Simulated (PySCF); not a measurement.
PySCF job for C4H3Cl2F, SMILES C#C[C@H](F)C(Cl)Cl, TDA-LC-ωPBE/def2-SVPD. The structure is a stationary point at B3LYP-D3(BJ)/def2-SVP. The structure was generated by enumeration; whether it is a known compound was not checked. One conformer was computed; it need not be the lowest.

```python
import numpy as np
from pyscf import gto, scf, dft, tdscf

mol = gto.M(
    atom='''
    C     2.74619253   -0.21753567   -0.11211625
    C     1.60944584   -0.62785218   -0.13045768
    C     0.24096323   -1.14026017   -0.13650440
    F    -0.06351278   -1.72349773   -1.35121974
    C    -0.82867736   -0.07301502    0.14175503
    Cl   -0.76656730    1.24677022   -1.05427242
    Cl   -0.65120403    0.52715456    1.81768839
    H     3.75416326    0.15358256   -0.10010116
    H     0.13144945   -1.91218573    0.64658360
    H    -1.81943063   -0.53466026    0.06036319
    ''',
    basis='def2-SVPD',
    charge=0,
    spin=0,
    max_memory=1600,
    verbose=4,
)
mf = dft.RKS(mol, xc='lc_wpbe').density_fit(auxbasis='def2-universal-jkfit')
mf.grids.level = 3
mf.conv_tol = 1e-9
mf.max_cycle = 100
mf.kernel()
mf.grids = dft.Grids(mol).set(level=1).build(with_non0tab=True)  # coarser grid for the response kernel
td = tdscf.TDA(mf)
td.singlet = True
td.nstates = 10
td.conv_tol = 1e-4
td.positive_eig_threshold = 1e-6
td.kernel(x0=td.get_init_guess(mf, 15))
td.analyze()
tt = tdscf.TDA(mf)
tt.singlet = False
tt.nstates = 4
tt.conv_tol = 1e-4
tt.positive_eig_threshold = 1e-6
tt.kernel(x0=tt.get_init_guess(mf, 9))
tt.analyze(verbose=3)
```

It prints:

```
PySCF version 2.14.0

[INPUT] verbose = 4
[INPUT] num. atoms = 10
[INPUT] num. electrons = 70
[INPUT] charge = 0
[INPUT] spin (= nelec alpha-beta = 2S) = 0
[INPUT] symmetry False subgroup None
[INPUT] Mole.unit = angstrom
[INPUT] Symbol           X                Y                Z      unit          X                Y                Z       unit  Magmom
[INPUT]  1 C      2.746192530000  -0.217535670000  -0.112116250000 AA    5.189551767026  -0.411082838624  -0.211869006613 Bohr   0.0
[INPUT]  2 C      1.609445840000  -0.627852180000  -0.130457680000 AA    3.041411849921  -1.186468666911  -0.246529286046 Bohr   0.0
[INPUT]  3 C      0.240963230000  -1.140260170000  -0.136504400000 AA    0.455354510791  -2.154779432050  -0.257955930798 Bohr   0.0
[INPUT]  4 F     -0.063512780000  -1.723497730000  -1.351219740000 AA   -0.120021759610  -3.256938686010  -2.553435242706 Bohr   0.0
[INPUT]  5 C     -0.828677360000  -0.073015020000   0.141755030000 AA   -1.565973256028  -0.137978390780   0.267878183480 Bohr   0.0
[INPUT]  6 Cl    -0.766567300000   1.246770220000  -1.054272420000 AA   -1.448602253047   2.356054256064  -1.992286134482 Bohr   0.0
[INPUT]  7 Cl    -0.651204030000   0.527154560000   1.817688390000 AA   -1.230597267913   0.996177743716   3.434933236902 Bohr   0.0
[INPUT]  8 H      3.754163260000   0.153582560000  -0.100101160000 AA    7.094340388304   0.290228975910  -0.189163777151 Bohr   0.0
[INPUT]  9 H      0.131449450000  -1.912185730000   0.646583600000 AA    0.248403459725  -3.613507329002   1.221865920635 Bohr   0.0
[INPUT] 10 H     -1.819430630000  -0.534660260000   0.060363190000 AA   -3.438225593345  -1.010361461089   0.114069897105 Bohr   0.0

nuclear repulsion = 415.906777696541
number of shells = 75
number of NR pGTOs = 273
number of NR cGTOs = 181
basis = def2-SVPD
ecp = {}


[settings echo left out]
init E= -1174.43338246249
  HOMO = -0.316959573596386  LUMO = -0.0186774098142966  gap/eV = 8.11667
cycle= 1 E= -1173.35153574473  delta_E= 1.08  |g|= 0.804  |ddm|= 6.65
  HOMO = -0.42432067252195  LUMO = -0.0143690645331223  gap/eV = 11.15535
cycle= 2 E= -1173.33955537525  delta_E= 0.012  |g|= 0.928  |ddm|= 2.65
  HOMO = -0.417597022589883  LUMO = 0.0548363169317105  gap/eV = 12.85557
cycle= 3 E= -1173.51289495738  delta_E= -0.173  |g|= 0.0814  |ddm|= 1.43
  HOMO = -0.419655612932688  LUMO = 0.0583563195257621  gap/eV = 13.00737
cycle= 4 E= -1173.514067277  delta_E= -0.00117  |g|= 0.0535  |ddm|= 0.288
  HOMO = -0.418105698762258  LUMO = 0.0596409218604763  gap/eV = 13.00015
cycle= 5 E= -1173.51475530486  delta_E= -0.000688  |g|= 0.0128  |ddm|= 0.189
  HOMO = -0.417710932722324  LUMO = 0.059725303846208  gap/eV = 12.99170
cycle= 6 E= -1173.5148019441  delta_E= -4.66e-05  |g|= 0.00404  |ddm|= 0.0364
  HOMO = -0.417903766720279  LUMO = 0.0598054972825532  gap/eV = 12.99913
cycle= 7 E= -1173.51480789351  delta_E= -5.95e-06  |g|= 0.00134  |ddm|= 0.0153
  HOMO = -0.41792099807959  LUMO = 0.059726739869792  gap/eV = 12.99746
cycle= 8 E= -1173.51480864467  delta_E= -7.51e-07  |g|= 0.000547  |ddm|= 0.00371
  HOMO = -0.417890385436424  LUMO = 0.0597541066968192  gap/eV = 12.99737
cycle= 9 E= -1173.51480875783  delta_E= -1.13e-07  |g|= 0.000112  |ddm|= 0.00174
  HOMO = -0.417887998568047  LUMO = 0.0597546053324884  gap/eV = 12.99732
cycle= 10 E= -1173.51480876627  delta_E= -8.44e-09  |g|= 2.92e-05  |ddm|= 0.000579
  HOMO = -0.417888967623099  LUMO = 0.0597551254362694  gap/eV = 12.99736
cycle= 11 E= -1173.51480876701  delta_E= -7.42e-10  |g|= 1.14e-05  |ddm|= 0.000119
  HOMO = -0.417887556695087  LUMO = 0.0597545166410591  gap/eV = 12.99730
Extra cycle  E= -1173.51480876714  delta_E= -1.26e-10  |g|= 6.73e-06  |ddm|= 3.99e-05
converged SCF energy = -1173.51480876714
tot grids = 46072
Overwritten attributes  positive_eig_threshold  of <class 'pyscf.tdscf.rks.TDA'>


******** <class 'pyscf.tdscf.rks.TDA'> for <class 'pyscf.df.df_jk.DFRKS'> ********
nstates = 10 singlet
deg_eia_thresh = 1.000e-03
wfnsym = None
conv_tol = 0.0001
eigh lindep = 1e-12
eigh level_shift = 0
eigh max_cycle = 100


Excitation energies (eV)
[6.23605781 6.77988269 6.97884596 7.30539063 7.40428824 7.56597946
 7.79066769 8.62665257 8.74729842 8.91372234]

** Singlet excitation energies and oscillator strengths **
Excited State   1:      6.23606 eV    198.82 nm  f=0.0002
      35 -> 36        0.37919
      35 -> 37        0.37043
      35 -> 39        0.32902
      35 -> 40       -0.10510
Excited State   2:      6.77988 eV    182.87 nm  f=0.0016
      34 -> 36        0.29280
      34 -> 37        0.27082
      34 -> 39        0.24636
      35 -> 37       -0.10180
      35 -> 38        0.25772
      35 -> 40       -0.11716
      35 -> 41       -0.30323
      35 -> 42        0.11523
Excited State   3:      6.97885 eV    177.66 nm  f=0.0005
      34 -> 36        0.12475
      34 -> 37       -0.12273
      34 -> 38        0.35879
      34 -> 40       -0.17066
      34 -> 41       -0.43120
      34 -> 42        0.16849
      34 -> 43       -0.13840
      35 -> 36       -0.10619
Excited State   4:      7.30539 eV    169.72 nm  f=0.0001
      31 -> 36       -0.17090
      31 -> 39        0.12679
      32 -> 36        0.23935
      32 -> 37       -0.11539
      33 -> 36       -0.43739
      33 -> 37        0.25724
      33 -> 40       -0.11646
Excited State   5:      7.40429 eV    167.45 nm  f=0.0121
      30 -> 36       -0.10933
      30 -> 39        0.13869
      32 -> 36        0.42052
      32 -> 37       -0.26464
      32 -> 40        0.12580
      33 -> 36        0.21961
      33 -> 37       -0.18431
Excited State   6:      7.56598 eV    163.87 nm  f=0.0003
      30 -> 36       -0.19719
      31 -> 36        0.31813
      31 -> 37       -0.21380
      32 -> 37       -0.17286
      32 -> 39        0.11429
      33 -> 37        0.26365
      33 -> 39       -0.20819
      33 -> 45       -0.10058
      34 -> 36       -0.13779
Excited State   7:      7.79067 eV    159.14 nm  f=0.0031
      30 -> 36       -0.33321
      30 -> 37        0.19804
      31 -> 36       -0.17733
      31 -> 37        0.12580
      32 -> 36        0.11332
      32 -> 37        0.22120
      32 -> 39       -0.23666
      32 -> 45       -0.11438
      33 -> 37        0.14364
      33 -> 39       -0.13569
Excited State   8:      8.62665 eV    143.72 nm  f=0.0064
      31 -> 36       -0.28127
      32 -> 36       -0.16639
      32 -> 37       -0.18200
      33 -> 36        0.29160
      33 -> 37        0.26175
      33 -> 39       -0.11061
      33 -> 45       -0.11013
      34 -> 36        0.20314
      35 -> 37        0.10397
Excited State   9:      8.74730 eV    141.74 nm  f=0.0191
      30 -> 36        0.24717
      31 -> 36        0.14440
      32 -> 36        0.15239
      32 -> 37        0.20407
      32 -> 39       -0.11181
      33 -> 36        0.20430
      33 -> 37        0.15523
      33 -> 39       -0.14049
      35 -> 36       -0.31220
      35 -> 37        0.10727
      35 -> 40       -0.19214
Excited State  10:      8.91372 eV    139.09 nm  f=0.0426
      30 -> 36       -0.10923
      32 -> 37       -0.11981
      35 -> 37       -0.21257
      35 -> 38       -0.38274
      35 -> 40       -0.37487
      35 -> 42        0.16696
      35 -> 44       -0.10632
      35 -> 48       -0.10603

** Transition electric dipole moments (AU) **
state          X           Y           Z        Dip. S.      Osc.
  1         0.0051     -0.0384      0.0070      0.0015      0.0002
  2         0.0681      0.0480      0.0542      0.0099      0.0016
  3        -0.0096      0.0440      0.0269      0.0027      0.0005
  4        -0.0156      0.0141      0.0066      0.0005      0.0001
  5         0.0031      0.0675     -0.2493      0.0667      0.0121
  6        -0.0240      0.0182     -0.0287      0.0017      0.0003
  7        -0.0466      0.1098      0.0443      0.0162      0.0031
  8         0.1533     -0.0400      0.0728      0.0304      0.0064
  9         0.2386     -0.0234     -0.1778      0.0891      0.0191
 10         0.3552     -0.1796      0.1916      0.1951      0.0426

** Transition velocity dipole moments (imaginary part, AU) **
state          X           Y           Z        Dip. S.      Osc.
  1        -0.0027     -0.0040     -0.0016      0.0000      0.0001
  2         0.0116      0.0069      0.0046      0.0002      0.0005
  3        -0.0001      0.0104      0.0084      0.0002      0.0005
  4         0.1215      0.0068      0.0035      0.0148      0.0368
  5         0.0037      0.0291     -0.0972      0.0103      0.0253
  6         0.0139      0.0128     -0.0144      0.0006      0.0013
  7        -0.0137      0.1258      0.0383      0.0175      0.0407
  8         0.0447     -0.0008      0.0061      0.0020      0.0043
  9         0.0691     -0.0215     -0.0224      0.0057      0.0119
 10         0.0938     -0.0711      0.0656      0.0182      0.0370

** Transition magnetic dipole moments (imaginary part, AU) **
state          X           Y           Z
  1        -0.2142     -0.0181     -0.0096
  2         0.0113     -0.0632     -0.0594
  3         0.0302      0.0800      0.0289
  4         0.0594     -0.0550      0.0536
  5        -0.4845      0.1896      0.0593
  6        -0.1111     -0.1432     -0.0320
  7         0.0353     -0.0435      0.2429
  8        -0.1056      0.5613     -0.2487
  9        -0.1912      0.3739      0.1671
 10         0.0919      0.8980      0.6218


******** <class 'pyscf.tdscf.rks.TDA'> for <class 'pyscf.df.df_jk.DFRKS'> ********
nstates = 4 triplet
deg_eia_thresh = 1.000e-03
wfnsym = None
conv_tol = 0.0001
eigh lindep = 1e-12
eigh level_shift = 0
eigh max_cycle = 100


Excitation energies (eV)
[5.04445367 5.53629822 5.66561509 6.4524967 ]

** Triplet excitation energies and oscillator strengths **
Excited State   1:      5.04445 eV    245.78 nm  f=0.0000
Excited State   2:      5.53630 eV    223.95 nm  f=0.0000
Excited State   3:      5.66562 eV    218.84 nm  f=0.0000
Excited State   4:      6.45250 eV    192.15 nm  f=0.0000
```

The calculation finished and met its thresholds.
